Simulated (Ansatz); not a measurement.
Geometry optimisation, UHF/def2-mTZVP (Ansatz).

Input file:

```yaml
crystal:
  periodic: [false, false, false]
  atoms:
    - { symbol: F, position_ang: [-1.04113, -1.08106, 1.34662] }
    - { symbol: Ge, position_ang: [-0.41202, -0.3312, -0.05313] }
    - { symbol: S, position_ang: [1.23486, 0.924, 0.54928] }
    - { symbol: H, position_ang: [-1.32112, -0.90535, -1.16113] }
    - { symbol: H, position_ang: [1.53941, 1.39361, -0.68164] }
total_charge: 1
magnetization:
  spin_polarized: true
basis:
  gaussian: { orbitals: def2-mTZVP }
hamiltonian:
  xc: hf
relax:
  f_tol: 0.02
  max_steps: 50
output:
  orbitals: {}
```

Run as:

```bash
$ ansatz run input.yaml --threads 2 --pin off --max-ram 3072MiB --backend cpu --events-out ev --progress --plain --runs-dir out
```

Problem. Where does it end, and by what steps?

Solution. It converged. Limits of this set-up: the dipole of an ion depends on the origin. After 5 steps the energy has fallen by 0.242 eV; H4 moved furthest, 0.30 Å.

```tsv
step	energy less start (eV)	largest force component (eV/Å)	accepted
0	0.0000	1.678	yes
1	-0.1971	0.809	yes
2	-0.2215	0.671	yes
3	-0.2409	0.202	yes
4	-0.2418	0.073	yes
5	-0.2419	0.003	yes
```

```xyz
5
Properties=species:S:1:pos:R:3
F -1.062 -1.112 1.412
Ge -0.427 -0.366 0.076
S 1.197 0.907 0.508
H -1.101 -0.709 -1.229
H 1.392 1.280 -0.767
```

Run time: 9.7 s on 2 threads of Arm Neoverse V1, on a shared host, peak memory 0.2 GiB.
